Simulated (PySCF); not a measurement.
Job for PySCF: D3(BJ) and D4 dispersion corrections on GeH3N (SMILES [NH2][GeH]), a point of a torsion scan.

```python
from pyscf import gto
from pyscf.dispersion import dftd3, dftd4

mol = gto.M(
    atom='''
    N    -0.55150967   -0.03429413    0.02552272
    Ge    0.92886460   -1.03492298   -0.27470985
    H    -1.42801510   -0.44339655    0.31344037
    H    -0.74402559    0.84777628   -0.42631371
    H     1.51194970    0.01877274   -1.39687755
    ''',
    basis='def2-svp',
    charge=0, spin=0, verbose=0, max_memory=1800)
d3, d4 = {}, {}
for xc in ['hf', 'pbe', 'blyp', 'revpbe', 'tpss', 'r2scan', 'b3lyp', 'pbe0', 'bhlyp', 'camb3lyp', 'b2plyp']:
    d3[xc] = float(dftd3.DFTD3Dispersion(mol, xc=xc, version='d3bj', atm=False).get_dispersion()['energy'])
    print(f'D3(BJ) {xc:10s} {d3[xc]:14.8f} Eh')
for xc in ['hf', 'pbe', 'blyp', 'revpbe', 'tpss', 'r2scan', 'b3lyp', 'pbe0', 'bhlyp', 'camb3lyp', 'b2plyp']:
    d4[xc] = float(dftd4.DFTD4Dispersion(mol, xc={'camb3lyp': 'cam-b3lyp'}.get(xc, xc), atm=True).get_dispersion()['energy'])
    print(f'D4     {xc:10s} {d4[xc]:14.8f} Eh')
```

Program output:

```
D3(BJ) hf            -0.02486909 Eh
D3(BJ) pbe           -0.00250022 Eh
D3(BJ) blyp          -0.00562644 Eh
D3(BJ) revpbe        -0.00648186 Eh
D3(BJ) tpss          -0.00316911 Eh
D3(BJ) r2scan        -0.00062429 Eh
D3(BJ) b3lyp         -0.00462019 Eh
D3(BJ) pbe0          -0.00215531 Eh
D3(BJ) bhlyp         -0.00378175 Eh
D3(BJ) camb3lyp      -0.00197623 Eh
D3(BJ) b2plyp        -0.00219579 Eh
D4     hf            -0.00930255 Eh
D4     pbe           -0.00236324 Eh
D4     blyp          -0.00539964 Eh
D4     revpbe        -0.00770764 Eh
D4     tpss          -0.00319778 Eh
D4     r2scan        -0.00050496 Eh
D4     b3lyp         -0.00388951 Eh
D4     pbe0          -0.00194673 Eh
D4     bhlyp         -0.00300479 Eh
D4     camb3lyp      -0.00196211 Eh
D4     b2plyp        -0.00161352 Eh
```

The run finished.

Cost: about 0.010 core-seconds (a rough figure).
